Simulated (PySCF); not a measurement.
From a computed spectrum to the compound

A species of 4 atoms with charge 2 has these harmonic modes (BP86, small Gaussian bases with core potentials, PySCF 2.14.0):

```
cm⁻¹  km/mol  symmetry
  47     0.1          
  75     0.6          
  78     0.6          
 312     0.0          
 351     1.5          
 352     1.5
```

Task: Which species is it, and in which structure?

Result: [BiCl3]2+ (singlet):
```xyz
4

Bi    0.0000    0.0000    0.0000
Cl    2.3961    0.0000    0.0000
Cl   -1.1980    2.0751    0.0000
Cl   -1.1980   -2.0750    0.0000
```
Ideal gas at 298.15 K and 1 bar: S = 357.6 J/(mol K), Cp = 78.0 J/(mol K), H − H(0 K) = 19.2 kJ/mol (rigid rotor, harmonic modes, spin degeneracy alone; the modes under 60 cm⁻¹ make these uncertain). 
 Other answers can fit too; this one was computed.
